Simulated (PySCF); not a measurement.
**Relaxation of singlet ScF3**

All numbers come from PBE0/[Sc def2-TZVP, F def2-TZVP], no relativity, density fitting, PySCF. A (50,194) grid was used.

A hand-made T-shaped start, of C2v symmetry, held to at least that symmetry:

```xyz
4
charge 0 multiplicity 1, angstrom
Sc    0.0000    0.0000   -0.4226
F     0.0000    0.0000    1.6974
F     2.1187    0.0000   -0.3486
F    -2.1187    0.0000   -0.3486
```

Q: What forces act on the atoms at the start (eV/Å)?

A: 
```tsv
atom	Fx	Fy	Fz
Sc1	0.00	0.00	6.04
F2	0.00	0.00	-4.17
F3	-3.69	0.00	-0.93
F4	3.69	0.00	-0.93
```

Q: What does it relax to?

A: It ends at D3h with Sc–F 1.838 Å (×3); F–Sc–F 120.0° (×3) (after a last refinement on a finer grid). A frequency run shows a minimum. Other isomers or separated fragments may lie lower.

Q: How much energy is released, and in how many steps?

A: 307.0 kJ/mol in 9 steps.

The relaxation took 23 s on 4 threads of a shared Arm Neoverse N1 host, with 138 basis functions and 10 gradients; the process peaked at 0.78 GiB. Launch command: `OMP_NUM_THREADS=4 python axn.py task.json out`.
